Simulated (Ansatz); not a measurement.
## Pulling the pair apart

The pair of Br⁻ (SMILES [Br-], atom 1) and HCN (SMILES C#N, atoms 2–4), both closed shells, in one local arrangement (a lower one may exist), relaxed at PBE0-D4/def2-TZVPD:

```json
{"atom": "Br1", "x (Å)": "-2.0365", "y (Å)": "1.2249", "z (Å)": "-0.8489"}
{"atom": "C2", "x (Å)": "0.6693", "y (Å)": "-0.4026", "z (Å)": "0.2790"}
{"atom": "N3", "x (Å)": "1.5971", "y (Å)": "-0.9607", "z (Å)": "0.6657"}
{"atom": "H4", "x (Å)": "-0.2299", "y (Å)": "0.1383", "z (Å)": "-0.0958"}
```

HCN is shifted rigidly along the line between the mean atom positions of the two fragments (negative: closer). Counterpoise interaction energies in kcal/mol. Program: Ansatz 0.2.0. Basis: def2-TZVPPD. Cores are frozen in the correlated methods. Filled d shells of the heavier atoms are correlated. The def2 sets are not built for correlating such inner shells, so the correlated values are less sure here. B3LYP uses VWN-RPA correlation.

| shift (Å) | PBE-D4 | B3LYP-D4 | HF |
| --- | --- | --- | --- |
| -0.22 | -19.50 | -18.45 | -14.06 |
| -0.11 | -20.60 | -19.79 | -16.29 |
| 0.00 | -20.88 | -20.28 | -17.50 |
| 0.11 | -20.65 | -20.19 | -18.01 |
| 0.27 | -19.79 | -19.48 | -17.96 |
| 0.56 | -17.52 | -17.37 | -16.67 |
| 1.12 | -13.19 | -13.14 | -13.19 |
| 2.24 | -7.72 | -7.78 | -8.14 |

Question: What does CCSD(T) give at these shifts? (Judge from chemistry; the value comes from the calculation.)

Answer: By the calculation: -16.44, -18.05, -18.75, -18.85, -18.36, -16.54, -12.66, -7.55 kcal/mol. For zero shift, CCSD(T) at an estimated basis limit (MP2 extrapolated from triple and quadruple zeta, plus CCSD(T) − MP2 in triple zeta) gives -19.91 kcal/mol. These are counterpoise interaction energies, counted from the two frozen fragments.

No T1 diagnostic of these runs exceeds 0.010.

For scale, one of the runs: CCSD(T)/def2-TZVPPD, 148 basis functions, launched by `ansatz run in.yaml --threads 2 --pin off --events-out ev --progress --plain --max-ram 5222MiB`. The run took 11 s on 2 CPU threads of an Arm Neoverse V2 (shared host), with 0.7 GiB of host memory at its peak.
